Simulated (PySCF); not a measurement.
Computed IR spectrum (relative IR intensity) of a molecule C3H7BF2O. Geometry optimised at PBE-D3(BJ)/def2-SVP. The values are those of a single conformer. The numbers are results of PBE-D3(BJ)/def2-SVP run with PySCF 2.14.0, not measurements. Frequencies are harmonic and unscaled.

| ν (cm⁻¹) | relative intensity |
|---|---|
| 359 | 3.5 |
| 433 | 3.7 |
| 520 | 7.7 |
| 636 | 7.9 |
| 750 | 4.2 |
| 859 | 2.8 |
| 967 | 5.4 |
| 1021 | 7.4 |
| 1067 | 4.5 |
| 1132 | 4.6 |
| 1140 | 33 |
| 1166 | 100 |
| 1198 | 12 |
| 1276 | 25 |
| 1324 | 8.7 |
| 1368 | 34 |
| 1398 | 32 |
| 1401 | 95 |
| 1409 | 14 |
| 1425 | 9.3 |
| 1428 | 2.6 |
| 1444 | 17 |
| 2830 | 25 |
| 2890 | 31 |
| 2952 | 25 |
| 2976 | 9.9 |
| 3061 | 9.8 |
| 3065 | 7.3 |
| 3076 | 4.8 |

### Question
Which molecule gave these data?
A. CCOB(F)CF
B. C[C@@H](F)CB(O)F
C. CO[C@H](C)B(F)F
D. CCB(O)C(F)F

### Answer
C, CO[C@H](C)B(F)F
